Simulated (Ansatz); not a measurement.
Reaction (ligand exchange at the Si–F bond): `O[Si]F` + CH₃OH → `CO[Si]O` + H–F

Calculated with Ansatz (gas phase, PBE0-D4/def2-TZVP geometries, no zero-point term in ΔE). CCSD(T)/CBS adds triple-zeta CCSD(T) − MP2 to the extrapolated MP2 energy (def2 sets, frozen cores). This one scheme is used for every species. DFT in def2-TZVPP. Each species was taken in one conformer, which may not be the lowest.

`O[Si]F`:

Cartesian coordinates in Å:
```
O -0.055 -0.501 0.847
Si -0.981 0.099 -0.362
F 0.135 0.784 -1.316
H 0.901 -0.383 0.832
```

CH₃OH:

Z-matrix (Å, degrees):
```
C
O 1 1.409
H 1 1.097 2 112.4
H 1 1.090 2 107.0 3 -118.5
H 1 1.097 2 112.4 3 123.0
H 2 0.959 1 108.5 3 -61.6
```

`CO[Si]O`:

Cartesian coordinates in Å:
```
C 1.206 -0.483 -0.166
O -0.066 0.126 -0.208
Si -1.162 0.066 1.033
O -2.383 0.939 0.362
H 1.289 -1.208 -0.979
H 1.383 -1.001 0.784
H 1.978 0.279 -0.297
H -2.243 1.281 -0.528
```

H–F:

```xyz
2

F     0.377    0.189   -0.182
H    -0.377   -0.189    0.182
```

```csv
level,ΔE (kJ/mol)
B97M-V,41.3
r2SCAN0,37.3
```

Problem. What does CCSD(T)/CBS give? (Estimate.)

Solution. Computed: +33.7 kJ/mol. The listed levels differ from it by 7.6, 3.6 kJ/mol.

Problem. What do rigid-rotor, harmonic-oscillator terms from PBE0-D4/def2-TZVP frequencies (298.15 K, 1 bar) make of the CCSD(T)/CBS value? (Best estimate.)

Solution. Ansatz gave: ΔZPE = -4.4 kJ/mol, ΔH = +31.9 kJ/mol, ΔS = -21 J/(mol·K), ΔG = +38.2 kJ/mol.

Largest T1 diagnostic among the species: 0.015.

The D4 term adds −6.7 kJ/mol with B3LYP and −3.6 kJ/mol with PBE0; it sums over pairs of atoms, weighted by their polarisabilities, and B3LYP, whose exchange is more repulsive, gets the larger term. Leaving LDA and LC-ωPBE aside and taking each functional with its dispersion term where it has one, the values, not all of them listed here, spread over 8.8 kJ/mol, from revPBE-D4 to B97M-V. LDA lies −7.8 kJ/mol from PBE without D4.

B3LYP here is the variant with VWN-RPA as its local correlation; programs differ in this.
